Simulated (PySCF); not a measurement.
trans-Si(PH3)2Cl4.
Bonds: Si1–P2, Si1–P6, Si1–Cl10, Si1–Cl11, Si1–Cl12, Si1–Cl13. Hydrogens: H3, H4, H5 on P2; H7, H8, H9 on P6.

Jobs on this species (13 atoms, 118 electrons) with PySCF (density fitting). Hardware of each: Arm Neoverse V1, one thread, shared host. The host was shared with other jobs, so the times are rough. Peak memory is the resident size of the whole Python process, interpreter and libraries included.

| level and settings | work | basis functions | SCF cycles | wall time | peak memory |
| --- | --- | --- | --- | --- | --- |
| wB97X-D/pcSseg-1 | shieldings | 198 | ? | ? | ? |
| wB97X-D/def2-SVPD | 10 singlets by full TDDFT, 4 Tamm–Dancoff triplets, polarisability, density and orbital grids written | 228 | ? | ? | ? |
| PBE0-D3(BJ)/def2-SVP, grid level 1 | geometry optimisation from a GFN2-xTB start shaken at random | 156 | 104 | 4.2 min | 0.80 GiB |
| PBE0/pcSseg-1 | shieldings, charges and field gradients, density and orbital grids written | 198 | 12 | 41 s | 1.3 GiB |
| delta-SCF UKS SCAN, pcX-2 on the ionised atom, pcseg-1 elsewhere, spin-free X2C | ΔSCF core ionisation, 6 holes | 198 | 86 | 58 s | 0.76 GiB |

**Question.** Fill in the missing figures.

**Answer.** 
- wB97X-D/pcSseg-1; shieldings: 44 s, 1.3 GiB, 14 SCF cycles
- wB97X-D/def2-SVPD; 10 singlets by full TDDFT, 4 Tamm–Dancoff triplets, polarisability, density and orbital grids written: 66 s, 1.1 GiB, 13 SCF cycles

**Question.** What do all jobs in the table cost together?

**Answer.** About 7.7 min; the longest takes about 55 % of that, and about 6.1 times as long as the shortest.
